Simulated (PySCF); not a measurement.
## Fractional electron number in W²⁺ (tungsten, charge +2)

The 5d alpha orbital of [Xe] 4f14 5d4 is emptied in steps (occupation f), with all orbitals relaxed, ending at [Xe] 4f14 5d3. All numbers are calculated (PySCF 2.14, a scalar-relativistic core potential, in def2-TZVP with the def2 core potential (60 electrons) (6s4p3d1f, 40 functions)). The exact energy is a straight line in f; departures are measured from the line between the end points of the same method.

Among UHF, LDA, PBE, which shows the largest delocalisation error (convex curve), and which is closest to linear?

Most convex: LDA (-1.326 eV at f = 0.4); closest to linear: UHF (0.176 eV).

```tsv
f	UHF (eV)	LDA (eV)	PBE (eV)
1	0.000	0.000	0.000
0.8	0.123	-0.870	-0.858
0.6	0.180	-1.317	-1.294
0.4	0.176	-1.326	-1.299
0.2	0.115	-0.889	-0.869
0	0.000	0.000	0.000
```

```
method  E(f=0) − E(f=1) (eV)  −ε at f=1 (eV)  −ε at f=0.4 (eV)
   UHF                24.707          25.494            24.542
   LDA                26.215          20.844            27.281
   PBE                25.972          20.655            27.032
```

Reference removal energy between the ground levels: 26 ± 0.4 eV (semi-empirical (NIST evaluation); NIST Atomic Spectra Database, ionization energies). The calculation has no spin-orbit coupling. The determinant left behind need not be the lowest term of the ion. UHF lacks correlation.
